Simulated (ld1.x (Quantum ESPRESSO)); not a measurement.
# scandium: one change to a TM potential, before and after

ld1.x (Quantum ESPRESSO) 7.5 input, shortened:

```
&input
   title='Sc', zed=21., rel=2, dft='PBE', iswitch=3,
   config='[Ar] 3d1 4s0 4p0', rel_dist='average'
 /
 &inputp
   pseudotype=2, tm=.true., lloc=-1, rcloc=1.35,
   nlcc=.true., rcore=1.20
 /
3
4S  1  0   0.00   0.00  2.70  2.70  0.0
4P  2  1   0.00   0.00  2.35  2.35  0.0
3D  3  2   1.00   0.00  1.40  1.40  0.0
 &test
   configts(1)='3d1 4s0 4p0'
 /
```

Open shells are filled in proportion to 2j + 1 (rel_dist='average').

Change: all radii but the core radius scaled by about 1.07 (s 2.90, p 2.52, d 1.50 bohr); local potential all-electron potential smoothed inside 1.46 bohr (lloc = -1).

Cutoffs: the cutoffs (Ry, on a coarse ladder) from which the occupation-weighted sum of valence levels, in a spherical-Bessel basis at the reference potential, stays within 10 and 1 mRy of its value at 400 Ry; they do not see the model core or the augmentation charge, which bear on the density cutoff. Errors are all-electron minus pseudo energies relative to the spin-unpolarised reference configuration.

Question: How do hardness, ghosts and transferability respond?

Answer: The potential gets softer (80 Ry and 100 Ry → 70 Ry and 90 Ry); both files keep a bound ghost (p, s); the number of tests that count goes from 6 to 5; of the 5 tests that both files solve, the error grows in 2 and shrinks in 0 by more than 15 % and 0.3 meV (median size 9.0 → 11.3 meV). A larger radius leaves more room for a smooth pseudo-wave, so fewer plane waves are needed.

| quantity | base | changed |
| --- | --- | --- |
| cutoff, loose | 80 Ry | 70 Ry |
| cutoff, tight | 100 Ry | 90 Ry |
| bound ghosts | s, p3/2, p1/2 | s, p3/2, p1/2 |
| tests counted (converged, no solver errors) | 6 of 7 | 5 of 7 |
| error for 3d1 4s2 4p0, meV [ΔE -19.66 eV] | -9.0 | -11 |
| error for 3d1 4s1 4p0, meV [ΔE -12.77 eV] | -5.8 | -6.5 |
| error for 3d1 4s1.5 4p0, meV [ΔE -16.91 eV] | -8.0 | -9.4 |
| error for 3d1.5 4s1.5 4p0, meV [ΔE -18.99 eV] | -32 | -36 |
| error for 3d2 4s0 4p0, meV [ΔE -12.09 eV] | -233 | -232 |

Base: Tests not counted: 3d1 4s0 4p1 (pseudo-atom not self-consistent, printed error +447 meV). These tests converged, but a pseudo level misses the all-electron one widely, so the file describes the atom poorly there or has found another state: 3d1 4s0 4p2: 3d by 5.6 eV. Changed file: Tests not counted: 3d1 4s0 4p1 (solver errors, printed error -2.4 eV); 3d1 4s0 4p2 (solver errors, printed error -27.4 eV). A true bound ghost makes a file unfit for plane-wave use even where its test errors are small: the radial tests pick states by their node count and pass the ghost by. Where a test does run into it, the solver fails or the error is huge.
